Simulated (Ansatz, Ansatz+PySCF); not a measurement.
```xyz
4

O     0.0000    0.0000   -2.1389
O     0.0000    0.0000    2.1389
B    30.0000    0.0000   -0.2087
H    30.0000    0.0000    1.0436
```

Basis set: 6-31G (spherical functions). Left uncorrelated: 3 orbitals. Correlation on ROHF uses semicanonical orbitals with singles. Charge 0, multiplicity 3.

Computed with Ansatz (development build ahead of 0.2.0); each method stands on the lowest determinant of its kind that the runs found.

**Question.** Give the atomization energy at this shape (free ground-state atoms in the same class of orbitals less the molecule, no zero-point energy) of triplet BHO2 in separate pieces by UHF-MP2, ROHF-CCSD(T), ROHF-MP2, UHF, ROHF, UHF-CCSD(T).

**Answer.**

```csv
method,atomization energy
UHF-MP2,213.8 kJ/mol
ROHF-CCSD(T),70.3 kJ/mol
ROHF-MP2,-0.9 kJ/mol
UHF,213.6 kJ/mol
ROHF,-81.2 kJ/mol
UHF-CCSD(T),193.3 kJ/mol
```

Caution for UHF-MP2, UHF-CCSD(T): bonds are stretched, where a single reference can fail. Caution for UHF-MP2, UHF, UHF-CCSD(T): the unrestricted determinant is a mixture of spin states. Caution for ROHF-CCSD(T), ROHF-MP2, ROHF: an unrestricted determinant lies well below. Caution for ROHF-CCSD(T), ROHF-MP2: large amplitudes, a single reference is doubtful. Caution for ROHF-CCSD(T): the program doubts this total; the program finds a lower state of this spin.

This basis has no polarisation functions and is too small for such energies, which can lie far from measured ones in either direction.
